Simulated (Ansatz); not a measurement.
cis-NiCl2(PH3)2 (NiP₂H₆Cl₂), relaxed as a singlet with RKS B3LYP-D4/def2-SVP in Ansatz, starting from the GFN2-xTB geometry. Force threshold 0.02 eV/Å.

At B3LYP-D4/def2-SVP a triplet of charge 0 lies 0.28 eV below the restricted singlet, each at its own geometry.

Start:

```xyz
11

Ni    0.278   -0.414    0.659
Cl   -0.513   -0.628    2.576
Cl    1.985   -1.581    0.924
P     1.288   -0.338   -1.233
H     0.848    0.370   -2.367
H     1.513   -1.528   -1.890
H     2.580    0.137   -1.262
P    -1.542    0.723    0.627
H    -1.675    1.756    1.529
H    -2.719    0.069    0.917
H    -2.042    1.434   -0.480
```

Task: Estimate the energy that the relaxation releases and the steps that it takes.

Result: 11.9 kcal/mol, in 6 steps; 15 s on 4 threads of Arm Neoverse V1 on a shared host. No frequencies were taken in this run, so the end may be a saddle point.

Task: Does the start keep its bonding and symmetry?

Result: By distances, no bond broke or formed. The bond that changes most is Ni1–Cl3, from 2.08 to 2.20 Å (atoms count from 1). Point group C2v at the start, C2v at the end, both within 0.05 Å.

Task: Predict the relaxed structure.

Result: 
```tsv
atom	x (Å)	y (Å)	z (Å)
Ni1	0.3218	-0.4845	0.7663
Cl2	-0.5058	-0.7181	2.7873
Cl3	2.1200	-1.7119	1.0561
P4	1.1945	-0.2933	-1.2155
H5	0.5757	0.4750	-2.2504
H6	1.3942	-1.4962	-1.9287
H7	2.4902	0.2665	-1.2757
P8	-1.4761	0.7171	0.5450
H9	-1.6057	1.8151	1.4245
H10	-2.7025	0.0532	0.7706
H11	-1.8063	1.3771	-0.6796
```
Bond lengths: 2 × Cl–Ni 2.20 Å; 2 × Ni–P 2.17 Å; 6 × H–P 1.41 to 1.43 Å.
